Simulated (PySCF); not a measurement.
CaF, SMILES [F][Ca+], charge +1.

Geometry optimised at PBE-D3(BJ)/def2-TZVPD. The multiplicity is an assumed one; other spin states were not compared.

Computed with r2SCAN/def2-TZVPD run with PySCF.

Isolated molecule, no solvent.

| Quantity | Value |
|---|---|
| total energy | -777.24521 hartree |
| point group | C∞v |
| highest occupied level | -13.65 eV |
| lowest empty level | -6.83 eV |
| orbital gap | 6.81 eV |
| dipole moment about the centre of nuclear charge | 7.98 D |
| mean static polarisability | 12.9 bohr³ (1.92 Å³) |
| polarisability, principal values | 9.6, 9.6, 19.5 bohr³ |
